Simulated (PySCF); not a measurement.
Electron correlation in C (carbon, neutral)

[He] 2s1 2p2 3s1, high-spin 5P determinant (an excited configuration). All numbers are calculated (PySCF 2.14, the non-relativistic Hamiltonian (point nucleus), in aug-cc-pwCVDZ). Frozen: nothing; 6 electrons correlated.

```tsv
level	correlation energy (mhartree)
CCSD	-46.62
(T)	-0.15
CCSD(T)	-46.77
CCSDT	-46.80
```

Diagnostics: T1 = 0.0042, D1 = 0.0100, largest double amplitude 0.038.

The outer electron is Rydberg-like, and this basis confines it to a smaller radius and binds it less than a complete one would.

Cost of the coupled-cluster step: roughly 0.3 core-seconds, for 6 correlated electrons.
